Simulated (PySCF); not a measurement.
## Ionisation energy of Ir⁺ by level of theory

Ir⁺ [Xe] 4f14 5d7 6s1 (5F) → Ir²⁺ [Xe] 4f14 5d7 (4F), as a difference of total energies. Calculation: PySCF 2.14, in aug-cc-pVDZ-PP with ECP60MDF (5s5p4d2f, 54 functions); a scalar-relativistic core potential. Correlated levels: valence: 5s2 5p6 frozen. The calculations carry no spin-orbit coupling.

```csv
method,ionisation energy (eV)
UHF,16.302
PBE,17.976
M06-L,17.186
MP2 (valence),17.272
SCS-MP2 (valence),16.980
```

Task: How much does correlation contribute at MP2 (valence)?

Result: 17.272 − (16.302) = 0.970 eV, measured against UHF.

The reference lies between the lowest fine-structure levels, while these numbers refer to the centres of the terms.

Errors of the correlated levels include the incompleteness of this basis and the frozen core.

For comparison: 17 ± 0.3 eV (semi-empirical (NIST evaluation); NIST Atomic Spectra Database, ionization energies).
